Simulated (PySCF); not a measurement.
Cl₂OTi, triplet, geometry from GFN2-xTB (such geometries of metal compounds can be far from the true shape) (the multiplicity is a formal guess). Base run: B3LYP/6-31G (PySCF).

PySCF was given this input:
```python
from pyscf import gto, scf, dft, solvent

mol = gto.M(
    atom='''
Ti   -0.25393257    0.19354860   -0.18169691
Cl    1.67846960   -0.12938756   -1.04236339
Cl   -0.69301964   -0.62172704    1.74748449
O    -1.39576661    1.06385988   -0.99871585
''',
    basis='6-31g',
    spin=2,
    verbose=3,
)

mf = dft.UKS(mol)
mf.xc = 'b3lyp'
mf.kernel()
mf.analyze()
```

Each row names what was changed in the base input (with any setting that the change needs).

```json
[
 {"change": "base", "ΔE vs base (kcal/mol)": "0.000", "dipole (D)": "1.04"},
 {"change": "model = SS(V)PE; solvent = tetrahydrofuran", "ΔE vs base (kcal/mol)": "-9.53", "dipole (D)": "0.78"},
 {"change": "model = IEF-PCM; solvent = tetrahydrofuran; vdw_scale = 1.0", "ΔE vs base (kcal/mol)": "-15.53", "dipole (D)": "1.02"},
 {"change": "model = IEF-PCM; solvent = chloroform", "ΔE vs base (kcal/mol)": "-9.05", "dipole (D)": "0.74"},
 {"change": "model = ddCOSMO; solvent = tetrahydrofuran", "ΔE vs base (kcal/mol)": "-18.11", "dipole (D)": "1.12"},
 {"change": "model = IEF-PCM; solvent = tetrahydrofuran; lebedev_order = 11", "ΔE vs base (kcal/mol)": "-9.56", "dipole (D)": "0.77"},
 {"change": "model = IEF-PCM; solvent = tetrahydrofuran; vdw_scale = 1.4", "ΔE vs base (kcal/mol)": "-7.47", "dipole (D)": "0.66"},
 {"change": "model = IEF-PCM; solvent = methanol", "ΔE vs base (kcal/mol)": "-10.35", "dipole (D)": "0.86"},
 {"change": "model = IEF-PCM; solvent = toluene", "ΔE vs base (kcal/mol)": "-7.88", "dipole (D)": "0.64"},
 {"change": "model = IEF-PCM; solvent = tetrahydrofuran", "ΔE vs base (kcal/mol)": "-9.56", "dipole (D)": "0.79"},
 {"change": "model = C-PCM; solvent = tetrahydrofuran", "ΔE vs base (kcal/mol)": "-9.87", "dipole (D)": "0.81"},
 {"change": "model = IEF-PCM; solvent = tetrahydrofuran; vdw_scale = 1.1", "ΔE vs base (kcal/mol)": "-11.73", "dipole (D)": "0.89"}
]
```

The base is the gas phase, so ΔE is the electrostatic part of solvation at a fixed geometry, without cavity and dispersion terms.

Open shells are given as the SCF converged; they aren't shown to be the lowest states, and a large step between rows can be another state.
